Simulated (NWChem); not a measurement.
System: CH₄MgO₂; SMILES [OH][Mg][O]C

Here is an NWChem input.

```
start job
memory heap 200 mb stack 900 mb global 1100 mb
geometry units angstroms
  Mg     0.646107    -0.372280     0.448588
  O      0.777927     0.882972     1.624999
  H      0.261126     1.681794     1.675502
  O     -0.392253    -0.575821    -0.928965
  C     -1.415086     0.126677    -1.540597
  H     -1.081689     1.108045    -1.903488
  H     -1.723991    -0.453623    -2.419593
  H     -2.276188     0.268970    -0.876189
end
basis spherical
  * library def2-svp
end
dft
  xc pbe0
  iterations 150
end
driver
  maxiter 120
end
task dft optimize
task dft freq
```

The level has its own optimisation; frequencies are unscaled. Brackets give each atom's bonded neighbours.

Task: Predict the main results of this run. (PBE0/def2-SVP.) Quantities: r Mg–O [Mg(OO)–O(HMg)] (Å); r Mg–O [Mg(OO)–O(CMg)] (Å); r H–O (Å); r C–O (Å); highest harmonic frequency (cm⁻¹); lowest (cm⁻¹); zero-point energy (kcal/mol); dipole (D).

Result: 
| Item | Result |
|---|---|
| r Mg–O [Mg(OO)–O(HMg)] (Å) | 1.759 |
| r Mg–O [Mg(OO)–O(CMg)] (Å) | 1.769 |
| r H–O (Å) | 0.950 |
| r C–O (Å) | 1.371 |
| highest harmonic frequency (cm⁻¹) | 4114 |
| lowest (cm⁻¹) | 76 |
| zero-point energy (kcal/mol) | 33.4 |
| dipole (D) | 0.67 |
